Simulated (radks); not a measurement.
Values are calculated unless marked as measured or tabulated.
Species: Se2+. Configuration: [Ar] 3d10 4s2 4p2. Level of theory: scalar-relativistic Kohn-Sham, AM05, spin-polarised, spherical densities, finite nucleus; open shells are filled with parallel spins first; Fermi nuclear charge, rms radius 4.14 fm (a radial shooting solver on a logarithmic mesh with Libxc functionals). Some entries of the table are withheld. Estimate them.

| orbital | occ. | eigenvalue (hartree) | r(max) (bohr) |
|---|---|---|---|
| 1s up | 1 | -459.6638 | 0.02883 |
| 1s down | 1 | -459.6588 | 0.02883 |
| 2s up | 1 | -59.81513 | 0.1647 |
| 2s down | 1 | -59.81219 | 0.1647 |
| 2p up | 3 | -52.74664 | 0.1318 |
| 2p down | 3 | -52.74192 | 0.1318 |
| 3s up | 1 | -8.65417 | 0.5027 |
| 3s down | 1 | -8.64864 | 0.5028 |
| 3p up | 3 | -6.44404 | (1) |
| 3p down | 3 | -6.43750 | (2) |
| 3d up | 5 | (3) | 0.4517 |
| 3d down | 5 | (4) | 0.4516 |
| 4s up | 1 | -1.41552 | 1.477 |
| 4s down | 1 | -1.33216 | 1.463 |
| 4p up | 2 | -0.96814 | 1.693 |
| 4p down | 0 | -0.88474 | 1.687 |

Answer. 
(1) 3p up r(max) (bohr): 0.5005
(2) 3p down r(max) (bohr): 0.5006
(3) 3d up eigenvalue (hartree): -2.78873
(4) 3d down eigenvalue (hartree): -2.77866
